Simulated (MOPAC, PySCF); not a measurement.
F3In, SMILES `[F][In]([F])[F]`, neutral singlet in the gas phase. 

Z-matrix (Å, degrees):
```
In
F 1 1.9200
F 1 1.9200 2 119.83
F 1 1.9201 2 120.07 3 179.91
```
Charge 0, spin multiplicity 1.

All levels are single points at this geometry (M06-2X/def2-TZVP); Pople sets use spherical d functions. Orbital energies aren't observables, and empty levels follow the basis.

PBE/6-31G* (LANL2DZ on In) in PySCF gives HOMO (eV) = -8.31.

**Question.** Estimate the HOMO (eV) from each of these levels: B3LYP-D3(BJ)/def2-TZVP in PySCF; M06-2X/def2-TZVP in PySCF; PBE-D3(BJ)/def2-TZVP in PySCF; B3LYP/6-31G* (LANL2DZ on In) in PySCF; BP86/6-31G* (LANL2DZ on In) in PySCF; M06-2X/6-31G* (LANL2DZ on In) in PySCF; SVWN5/6-31G* (LANL2DZ on In) in PySCF; HF/6-31G* (LANL2DZ on In) in PySCF; AM1 in MOPAC; PM3 in MOPAC; PM6 in MOPAC; PM7 in MOPAC.

**Answer.** 
| level | HOMO (eV) |
|---|---|
| B3LYP-D3(BJ)/def2-TZVP in PySCF | -10.87 |
| M06-2X/def2-TZVP in PySCF | -13.21 |
| PBE-D3(BJ)/def2-TZVP in PySCF | -9.18 |
| B3LYP/6-31G* (LANL2DZ on In) in PySCF | -10.06 |
| BP86/6-31G* (LANL2DZ on In) in PySCF | -8.44 |
| M06-2X/6-31G* (LANL2DZ on In) in PySCF | -12.52 |
| SVWN5/6-31G* (LANL2DZ on In) in PySCF | -8.48 |
| HF/6-31G* (LANL2DZ on In) in PySCF | -15.89 |
| AM1 in MOPAC | -13.17 |
| PM3 in MOPAC | -15.85 |
| PM6 in MOPAC | -14.57 |
| PM7 in MOPAC | -14.14 |
